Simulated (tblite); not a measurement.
Run record: tight-binding relaxation, `C[Si@H](C=C)P[SiH3]`.

Computed with GFN2-xTB geometry optimisation, gas phase (tblite 0.8.0). Start geometry: from a force field or distance geometry. The command runs a driver script over a list of jobs; the input below is this job's line of settings and its coordinates in Å.

Command:
```bash
OMP_NUM_THREADS=1 python probes_run.py task.json out
```

Input:
```
{"job": {"kind": "relax", "xc": "GFN2-xTB", "basis": "xTB"}, "charge": 0, "multiplicity": 1}
C     -2.821500    -1.050800     0.329000
C     -2.019100     0.013400     0.427200
Si    -0.335900     0.166100    -0.316900
C     -0.089500     1.845100    -1.077600
P      1.087500    -0.161000     1.341500
Si     2.814300    -0.647000     0.052200
H     -3.798700    -1.045100     0.817500
H     -2.559400    -1.931700    -0.233400
H     -2.319700     0.867200     1.020800
H     -0.178300    -0.897900    -1.331700
H     -0.189700     2.630700    -0.324500
H      0.899100     1.925700    -1.521100
H     -0.830900     2.032700    -1.844800
H      0.717500    -1.483900     1.651800
H      3.948300    -1.045300     0.923300
H      3.193400     0.555600    -0.718200
H      2.475800    -1.761800    -0.851900
```

Output:
```
step      E/eV     max force
  0    -488.60066    1.136
  1    -488.64774    0.835
  2    -488.66946    0.382
  3    -488.68029    0.303
  4    -488.69326    0.226
  5    -488.69808    0.187
  6    -488.70155    0.154
  7    -488.70385    0.138
  8    -488.70683    0.175
  9    -488.70980    0.180
... (86 lines left out)
 96    -488.73973    0.026
 97    -488.73986    0.028
 98    -488.73996    0.021
 99    -488.74004    0.020
100    -488.74011    0.022
101    -488.74019    0.019
102    -488.74025    0.013
103    -488.74028    0.010
104    -488.74029    0.017
105    -488.74030    0.009
```

«max force» is the largest atomic force in eV/Å.

Task: From which step on does the largest force stay under 0.1 eV/Å, and how much energy is left to gain from there?

Result: From step 19 (0.069 eV/Å), 12.6 meV above the end.

Summary of the converged run: energy lowered by 3.2 kcal/mol over 105 steps; largest atomic force 0.009 eV/Å at the end.

Task: Where do the atoms end?

Result: 0.222 Å rms from the input after alignment:
```
atom  x, y, z in Å
C1    -2.9500   -0.9812    0.3140
C2    -2.0477   -0.0389    0.5355
Si3   -0.3896    0.1058   -0.3542
C4    -0.1742    1.8156   -1.1613
P5     1.1728   -0.0571    1.2587
Si6    2.9827   -0.6552    0.1099
H7    -3.8750   -1.0430    0.8673
H8    -2.8042   -1.7381   -0.4394
H9    -2.2470    0.6913    1.3116
H10   -0.2910   -0.9464   -1.3841
H11   -0.1839    2.6022   -0.4121
H12    0.7725    1.8779   -1.6901
H13   -0.9682    2.0208   -1.8720
H14    0.8227   -1.3396    1.6328
H15    3.9206   -1.2489    1.0619
H16    3.5400    0.5647   -0.4729
H17    2.7127   -1.6181   -0.9625
```

On Arm Neoverse N1, one thread, no GPU, on a shared host, this took 1.4 s of wall time.
Labels such as C1 count atoms from 1, the log's own numbers from 0.
